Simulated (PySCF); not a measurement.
Computed IR spectrum (relative IR intensity) of a molecule C3H3N2, multiplicity 2. Geometry: B3LYP-D3(BJ)/def2-SVP. Other conformers were not sampled. The numbers are results of PySCF with B3LYP-D3(BJ)/def2-SVP, not measurements. Harmonic, unscaled wavenumbers; measured fundamentals usually lie a few per cent lower.

```tsv
ν (cm⁻¹)	relative intensity
492	7.7
591	37
683	15
777	59
890	27
896	2.3
916	7.1
1033	7.6
1083	17
1175	12
1263	7.2
1394	12
1451	11
1545	6.9
3230	2.2
3661	100
```

Task: Which structure fits?
A) [c]1ccn[nH]1
B) C1=CN=C[N]1
C) [c]1cnc[nH]1
D) C1=C[N]N=C1

Result: A, [c]1ccn[nH]1
